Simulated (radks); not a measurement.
These are the eigenvalues of the occupied orbitals of an atom or ion with whole-number occupations (eV). All-electron calculation, scalar-relativistic Kohn-Sham, PBE, spin-unpolarised, spherical densities, finite nucleus; Fermi nuclear charge, rms radius of each element as measured or else 0.836 A^(1/3) + 0.57 fm. Program: a radial shooting solver on a logarithmic mesh with Libxc functionals.

orbital  eigenvalue
1s        -30303.71
2s        -4611.403
2p        -4140.008
3s        -904.0833
3p        -750.4014
3d        -515.8715
4s        -148.8250
4p        -101.7881
4d         -33.5083
5s         -12.8300
5p          -4.8282

Which element is it, and in what charge state? The configuration may be excited.

Answer. Z = 51, antimony, charge 0: Sb in [Kr] 4d10 5s2 5p3. The list shows which subshells hold electrons but not how many an open one holds; the 1s level, -1113.6 hartree, gives Z - s = 47.2 by -(Z - s)^2/2, which with screening and relativity narrows Z to a few neighbours, and the depths of the outer levels then fix element, charge and occupations together.
